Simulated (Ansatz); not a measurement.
`C=CB(F)F` + `CCNC(C)(C)C` → `C=CN(CC)C(C)(C)C` + `FBF`  (substitution at a C–B bond)

Isolated molecules relaxed with PBE0-D4/def2-TZVP in Ansatz; ΔE leaves out vibrations. CBS: MP2 limit from def2 TZ/QZ plus the TZ coupled-cluster correction, frozen cores. This one scheme is used for every species. Functionals use def2-TZVPP. B3LYP here is the variant with VWN-RPA as its local correlation; programs differ in this. HSE06 is defined as in plane-wave codes. Each species was taken in one conformer, which may not be the lowest.

`C=CB(F)F`:

Cartesian coordinates in Å:
```
C 0.873 -0.146 0.903
C 0.380 0.323 -0.242
B -1.041 -0.042 -0.721
F -1.531 0.423 -1.858
F -1.832 -0.836 -0.017
H 1.871 0.103 1.251
H 0.288 -0.803 1.539
H 0.993 0.979 -0.855
```

`CCNC(C)(C)C`:

Cartesian coordinates in Å:
```
C -0.482 2.340 -1.094
C -0.802 1.552 0.167
N -1.000 0.127 -0.037
C 0.106 -0.789 0.242
C 0.319 -0.863 1.751
C -0.335 -2.157 -0.262
C 1.422 -0.402 -0.441
H -0.400 3.409 -0.878
H 0.454 2.013 -1.551
H -1.278 2.217 -1.835
H -0.006 1.695 0.903
H -1.704 1.975 0.624
H -1.355 -0.042 -0.970
H 0.637 0.099 2.162
H -0.609 -1.154 2.248
H 1.094 -1.594 1.994
H -0.490 -2.140 -1.346
H -1.273 -2.453 0.213
H 0.421 -2.915 -0.046
H 1.769 0.579 -0.109
H 1.302 -0.373 -1.528
H 2.208 -1.124 -0.207
```

`C=CN(CC)C(C)(C)C`:

Z-matrix (Å, degrees):
```
C
C 1 1.524
N 1 1.445 2 115.2
H 1 1.094 2 109.5 3 120.2
H 1 1.090 2 110.0 3 -124.1
H 2 1.092 1 111.5 3 68.6
H 2 1.093 1 110.4 3 -171.8
H 2 1.091 1 110.9 3 -51.8
C 3 1.370 1 117.0 2 78.8
C 3 1.476 1 121.6 2 -80.3
C 9 1.341 3 128.8 1 4.5
H 9 1.084 3 113.7 1 -176.9
C 10 1.530 3 109.6 1 -142.2
C 10 1.532 3 110.9 1 96.7
C 10 1.524 3 110.5 1 -24.2
H 11 1.081 9 118.8 3 176.1
H 11 1.082 9 124.0 3 -3.0
H 13 1.092 10 109.8 3 175.3
H 13 1.092 10 110.3 3 55.6
H 13 1.091 10 112.7 3 -65.4
H 14 1.092 10 111.0 3 -61.9
H 14 1.092 10 110.9 3 58.0
H 14 1.093 10 110.7 3 177.9
H 15 1.091 10 108.7 3 -177.4
H 15 1.092 10 111.5 3 -58.7
H 15 1.091 10 112.4 3 63.8
```

`FBF`:

```xyz
4

F     0.984   -0.719    0.432
B     0.000    0.040    0.006
F    -0.997   -0.538   -0.623
H     0.013    1.217    0.185
```

| level | ΔE (kcal/mol) |
| --- | --- |
| B3LYP-D4 | 10.4 |
| HSE06-D4 | 10.5 |
| CAM-B3LYP-D4 | 10.9 |
| ωB97X-V | 11.2 |
| BHLYP | 14.9 |
| CAM-B3LYP | 13.2 |
| CCSD(T)/def2-TZVPP | 11.3 |
| HF/def2-QZVPP | 18.2 |

Task: What does CCSD(T)/CBS give? (Best estimate.)

Result: Ansatz gave: +11.7 kcal/mol. The listed levels differ from it by -1.3, -1.2, -0.8, -0.5, 3.2, 1.5, -0.4, 6.5 kcal/mol.

Largest T1 diagnostic among the species: 0.013.

In def2-TZVPP, CCSD(T) changes the Hartree–Fock value by −7.0 kcal/mol (the triples alone add −1.5 kcal/mol) and MP2 by −9.4 kcal/mol. From r2SCAN to r2SCAN0 (25 % exact exchange), in def2-TZVPP and without D4, ΔE moves by +0.7 kcal/mol. At CCSD(T), def2-SVP lies −1.7 kcal/mol from the extrapolated value and def2-TZVPP −0.4 kcal/mol.
